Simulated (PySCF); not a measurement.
Delta-SCF ions had no search for a lower state. Excitations are Tamm–Dancoff values on a coarser integration grid. The basis has no diffuse functions, so Rydberg states are missing or too high.

Cartesian coordinates (Å):
```xyz
25

C      4.8561     1.4244    -0.8981
O      3.5210     1.1220    -0.5680
Si     3.0067    -0.3477     0.0334
C      1.1592    -0.2244     0.2966
Si     0.3035    -1.7524     0.9940
C     -1.5591    -1.4698     1.1694
Si    -2.5370    -2.9066     1.8866
C     -4.3945    -2.4322     1.9506
C     -5.2256    -3.4908     2.4995
N     -5.8493    -4.3622     2.9431
H      5.5281     1.3439    -0.0223
H      4.9040     2.4602    -1.2694
H      5.2483     0.7587    -1.6907
H      3.7041    -0.6483     1.3220
H      3.3282    -1.4408    -0.9355
H      0.6936     0.0287    -0.6723
H      0.9675     0.6262     0.9745
H      0.5333    -2.9207     0.0928
H      0.8738    -2.0868     2.3329
H     -1.7154    -0.5809     1.8064
H     -1.9654    -1.2245     0.1718
H     -2.3990    -4.1228     1.0388
H     -2.0895    -3.2158     3.2725
H     -4.7350    -2.1866     0.9305
H     -4.5086    -1.5196     2.5596
```
Charge 0, multiplicity 1.

Task: Estimate the total energy, LUMO, S1–T1 gap (TDA), T1 excitation (TDA), HOMO–LUMO gap, vertical ionisation energy (Delta-SCF), dipole moment and S1 oscillator strength that CAM-B3LYP-D3(BJ)/def2-TZVP // B3LYP-D3(BJ)/def2-SVP run with PySCF returns for this input.

Result: 
| Quantity | Result |
|---|---|
| total energy | -1198.0922 Ha |
| LUMO | 0.86 eV |
| S1–T1 gap (TDA) | 1.09 eV |
| T1 excitation (TDA) | 6.20 eV |
| HOMO–LUMO gap | 10.47 eV |
| vertical ionisation energy (Delta-SCF) | 10.39 eV |
| dipole moment | 5.68 D |
| S1 oscillator strength | 0.002 |
